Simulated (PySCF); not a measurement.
## Energy of Au²⁺ (gold, charge +2) between two integer charges

The 5d beta orbital of [Xe] 4f14 5d9 is emptied in steps (occupation f), with all orbitals relaxed, ending at [Xe] 4f14 5d8. Computed with PySCF 2.14 in aug-cc-pVTZ-PP with ECP60MDF (6s6p5d3f2g, 88 functions), with scalar relativity through the core potential. The exact energy is a straight line in f; departures are measured from the line between the end points of the same method.

Q: Among PBE0, r2SCAN, LC-wPBE, which shows the largest delocalisation error (convex curve), and which is closest to linear?

A: Most convex: r2SCAN (-1.429 eV at f = 0.5); closest to linear: LC-wPBE (-0.344 eV).

| f | PBE0 (eV) | r2SCAN (eV) | LC-wPBE (eV) |
| --- | --- | --- | --- |
| 1 | 0.000 | 0.000 | 0.000 |
| 0.75 | -0.805 | -1.071 | -0.257 |
| 0.5 | -1.076 | -1.429 | -0.344 |
| 0.25 | -0.808 | -1.072 | -0.258 |
| 0 | 0.000 | 0.000 | 0.000 |

```tsv
method	E(f=0) − E(f=1) (eV)	−ε at f=1 (eV)	−ε at f=0.5 (eV)
PBE0	32.667	28.393	32.658
r2SCAN	32.479	26.777	32.478
LC-wPBE	32.587	31.228	32.584
```

Reference removal energy between the ground levels: 30 ± 1.6 eV (theoretical estimate listed by NIST; NIST Atomic Spectra Database, ionization energies). The calculation has no spin-orbit coupling. The determinant left behind need not be the lowest term of the ion.
